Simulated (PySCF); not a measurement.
BH6N. Atoms are numbered in the order given.

```xyz
8

B      0.0000     0.0000    -0.9246
N      0.0000     0.0000     0.7243
H      0.0000    -1.1752    -1.2431
H      1.0178     0.5876    -1.2431
H     -1.0178     0.5876    -1.2431
H     -0.8270    -0.4774     1.0940
H      0.0000     0.9549     1.0940
H      0.8270    -0.4774     1.0940
```

The structure is a stationary point at PBE-D3(BJ)/def2-TZVP.

These are PySCF with PBE0/def2-TZVPD values and carry that method's errors.

Symmetry labels are those of the subgroup Cs that the program uses (full group C3v).

Computed valence orbital energies around the gap with their symmetry:
```json
[
 {"orbital": "HOMO−7", "symmetry": "A'", "energy (eV)": "-182.53"},
 {"orbital": "HOMO−6", "symmetry": "A'", "energy (eV)": "-26.48"},
 {"orbital": "HOMO−5", "symmetry": "A\"", "energy (eV)": "-15.33"},
 {"orbital": "HOMO−4", "symmetry": "A'", "energy (eV)": "-15.33"},
 {"orbital": "HOMO−3", "symmetry": "A'", "energy (eV)": "-14.44"},
 {"orbital": "HOMO−2", "symmetry": "A'", "energy (eV)": "-10.07"},
 {"orbital": "HOMO−1", "symmetry": "A'", "energy (eV)": "-7.79"},
 {"orbital": "HOMO", "symmetry": "A\"", "energy (eV)": "-7.79"},
 {"orbital": "LUMO", "symmetry": "A'", "energy (eV)": "-0.56"},
 {"orbital": "LUMO+1", "symmetry": "A'", "energy (eV)": "1.16"},
 {"orbital": "LUMO+2", "symmetry": "A\"", "energy (eV)": "1.32"},
 {"orbital": "LUMO+3", "symmetry": "A'", "energy (eV)": "1.32"}
]
```
